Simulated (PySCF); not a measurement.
**Calculated properties of `FC[Si@H]1C=CC=CO1`**

Species: C₅H₇FOSi.
Z-matrix (Å and degrees, GFN2-xTB geometry), rows numbered from 1:
```
F 
C   1  1.3817
Si  2  1.9168  1  109.76
C   3  1.8672  2  115.77  1    82.30
C   4  1.3442  3  118.25  2   123.84
C   5  1.4404  4  124.01  3    -1.85
C   6  1.3388  5  123.68  4    -4.96
O   7  1.3368  6  125.12  5     1.51
H   2  1.0928  1  106.17  3  -121.36
H   2  1.0935  1  106.12  3   123.51
H   3  1.4672  2  108.88  1   -49.83
H   4  1.0797  3  122.84  2   -56.73
H   5  1.0837  4  120.35  3   179.17
H   6  1.0782  5  117.92  4   177.33
H   7  1.0833  6  122.17  5  -177.20
```

Structural features include: C=C double bond, C–F bond, Si–H bond and C–Si bond.

GFN2-xTB geometry:

```yaml
Point_group_of_the_GFN2-xTB_geometry: C1
Rotational_constants_A_B_C_of_the_GFN2-xTB_geometry: 3.880, 1.108, 0.925 GHz
```

From PBE0/def2-SVPD ground state and vertical TDDFT (core frozen in the response) (PySCF):

```yaml
Dipole_moment: 2.02 D
HOMO_energy: -6.45 eV
LUMO_energy: -1.28 eV
HOMO–LUMO_gap: 5.17 eV
Lowest_singlet_excitation: 4.44 eV (279 nm, f = 0.109)
Strongest_line_among_the_8_lowest_singlet_transitions: S1 at 4.44 eV (279 nm, f = 0.109)
Lowest_triplet_excitation_Tamm–Dancoff: 2.76 eV
Static_isotropic_polarisability: 84.9 au
Electronic_spatial_extent_⟨r²⟩_about_the_centre_of_nuclear_charge: 1218 bohr²
```

Monoisotopic mass (most abundant isotopes): 130.0250 u.

The largest Löwdin shares of the LUMO are 0.23 on C4, 0.22 on C5, 0.18 on C7 and 0.11 on C6. The vertical singlet–triplet gap S1 − T1 is 1.68 eV (TDDFT singlet less Tamm–Dancoff triplet; S1: HOMO→LUMO, weight 0.97; T1: HOMO→LUMO, weight 0.95). In wavenumbers S1 is 35800 cm⁻¹ (1 eV = 8065.54 cm⁻¹). A dipole of 2.02 D is allowed in C1, and pure rotational transitions are dipole-allowed. The dipole matches unit charges of opposite sign 0.42 Å apart (1 e·Å = 4.8032 D). The rotational constants make it an asymmetric top with κ = (2B − A − C)/(A − C) = -0.88, nearer the prolate limit (−1).

Geometry: GFN2-xTB, one conformer, isolated molecule.
